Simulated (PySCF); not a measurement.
Job for PySCF: R-BP86/6-31G* on AlF2HO (SMILES [OH][Al]([F])[F]), a point of a torsion scan.

```python
from pyscf import gto, scf, dft, mp
from pyscf.data.elements import chemcore

mol = gto.M(
    atom='''
    O     1.12827920   -0.20717458    0.20667833
    Al   -0.48773342   -0.03447142    0.02443503
    F    -1.48395423   -0.78379168    1.08483130
    F    -1.17822794    0.85524030   -1.17058343
    H     1.99236647    0.00711753   -0.11602928
    ''',
    basis='6-31g*',
    cart=True,
    charge=0, spin=0, verbose=3, max_memory=1800)
mf = dft.RKS(mol, xc='b88,p86')
mf.conv_tol = 1e-8
mf.max_cycle = 100
mf.kernel()
if not mf.converged:
    mf = mf.newton().run(mf.mo_coeff, mf.mo_occ)
```

Question: Predict the final total energy.

Answer: -518.1152 hartree.
